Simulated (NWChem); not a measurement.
Molecule: C₃HF₃; SMILES FC=C=C(F)F

Give the equilibrium geometry at PBE-D3(BJ)/def2-SVP (NWChem) as an XYZ file, with the point group.

point group Cs; any orientation.
```
7

F      0.4412    -2.5779     0.0000
C     -0.4981    -1.6160     0.0000
C     -0.2267    -0.3281     0.0000
C     -0.0146     0.9696     0.0000
F      0.1082     1.7241     1.0857
F      0.1082     1.7241    -1.0857
H     -1.5183    -2.0434     0.0000
```
